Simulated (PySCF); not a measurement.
Species: amminetrifluoroboron, BF₃H₃N.
InChI=1S/BF3H3N/c2-1(3,4)5/h5H3

Level of theory: EOM-IP-CCSD/aug-cc-pVDZ in PySCF, restricted Hartree–Fock reference, frozen core, non-relativistic, gas phase, PBE0-D3(BJ)/def2-SVP geometry.

The vertical ionisation energies are 13.38, 13.56, 14.20 (×2), 14.89 (×2) eV (×n: degenerate).

Problem. Which Hartree–Fock orbital leads each hole, and what is its Koopmans value −ε?

Solution. 
| leading hole (HF orbital) | Koopmans (eV) | EOM-IP-CCSD (eV) | change (eV) | one-hole share |
| --- | --- | --- | --- | --- |
| HOMO | 15.11 | 13.38 | -1.73 | 0.95 |
| HOMO-1 | 15.94 | 13.56 | -2.38 | 0.95 |
| HOMO-2/HOMO-3 | 16.44 | 14.20 | -2.24 | 0.95 |
| HOMO-4/HOMO-5 | 17.15 | 14.89 | -2.26 | 0.95 |

Problem. Does the order of the lines follow the orbital energies?

Solution. Yes, no two lines change places. The corrections run from -2.38 to -1.73 eV, with a mean of -2.15 eV over the 4 lines; no line lies above its Koopmans value.

Problem. At what kinetic energies would He I light (21.22 eV) eject these electrons?

Solution. 7.84 eV (HOMO), 7.66 eV (HOMO-1), 7.02 eV (HOMO-2/HOMO-3), 6.33 eV (HOMO-4/HOMO-5).

Problem. What total energy has the lowest final state, and which wavelength reaches it?

Solution. E(CCSD) + ionisation energy = -380.37130 + 0.49186 = -379.87944 Eh, at the geometry of the initial state. The threshold wavelength is 1239.84 eV nm/13.38 eV = 92.7 nm.

One root was sought for each valence orbital with −ε under 21 eV, eight at most, so deeper holes and satellites are missing; no vibrational structure.
